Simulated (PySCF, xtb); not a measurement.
2-heptanone (C7H14O), SMILES C(C(=O)C)CCCC.

GFN2-xTB in xtb at its own geometry gives an orbital gap of 3.95 eV and a dipole moment of 3.36 D.

Geometry: r2SCAN-D4/def2-SVP. One conformer was computed; it need not be the lowest.

Problem. What does PBE0/def2-SVP run with PySCF give? (An estimate is asked for; the answer gives what the named calculation found.)

Solution. gap 6.88 eV (levels -7.06 and -0.18 eV), dipole 2.64 D.
